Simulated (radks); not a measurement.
Results of a calculation; reference values are marked as such.
How relativity changes the ionisation of neutral praseodymium ([Xe] 4f3 6s2) to Pr+ ([Xe] 4f3 6s1). Spin-unpolarised spherical Kohn-Sham, LDA (Slater exchange, Perdew-Wang correlation), point nucleus unless stated (finite: rms radius 4.8919 fm), a radial shooting solver on a logarithmic mesh with Libxc functionals. A level marked "c x" has the speed of light scaled by that factor and shares open shells by 2j + 1; other Dirac levels either fill j = l - 1/2 first or share by 2j + 1.

non-rel.: E(Pr) (hartree) -8917.6404; E(Pr+) (hartree) -8917.4344; IE (eV) 5.606; HOMO 6s; <r> HOMO (bohr) 4.658
scalar-rel.: E(Pr) (hartree) -9230.6049; E(Pr+) (hartree) -9230.3878; IE (eV) 5.910; HOMO 4f; <r> HOMO (bohr) 1.206
scalar-rel., finite nucleus: E(Pr) (hartree) -9230.1390; E(Pr+) (hartree) -9229.9219; IE (eV) 5.909; HOMO 4f; <r> HOMO (bohr) 1.206
Dirac, 2j+1 shares: E(Pr) (hartree) -9235.8771; E(Pr+) (hartree) -9235.6599; IE (eV) 5.911; HOMO 4f7/2; <r> HOMO (bohr) 1.220
Dirac, low j first: E(Pr) (hartree) -9235.8986; E(Pr+) (hartree) -9235.6816; IE (eV) 5.904; HOMO 4f5/2; <r> HOMO (bohr) 1.198
Dirac, 2j+1 shares, finite nucleus: E(Pr) (hartree) -9235.4090; E(Pr+) (hartree) -9235.1918; IE (eV) 5.910; HOMO 4f7/2; <r> HOMO (bohr) 1.220
Dirac, c x 0.85: E(Pr) (hartree) -9376.1582; E(Pr+) (hartree) -9375.9349; IE (eV) 6.079; HOMO 4f7/2; <r> HOMO (bohr) 1.314
Dirac, c x 1.5: E(Pr) (hartree) -9051.6910; E(Pr+) (hartree) -9051.4806; IE (eV) 5.725; HOMO 4f7/2; <r> HOMO (bohr) 1.135
Dirac, c x 10: E(Pr) (hartree) -8920.5416; E(Pr+) (hartree) -8920.3355; IE (eV) 5.609; HOMO 6s1/2; <r> HOMO (bohr) 4.656

NIST Atomic Spectra Database: 5.470 eV (semi-empirical). The relativistic part of the total energy of Pr is -317.8 hartree (Dirac, 2j+1 shares, finite nucleus), 3.6 % of the non-relativistic value. Spin polarisation and multiplet splitting of open shells are left out at every level.

Beside tabulated values, note that relativity, absent from the non-relativistic runs, is large for the heavy elements, and spin-unpolarised runs miss the spin-polarisation part of the exchange energy of open shells.
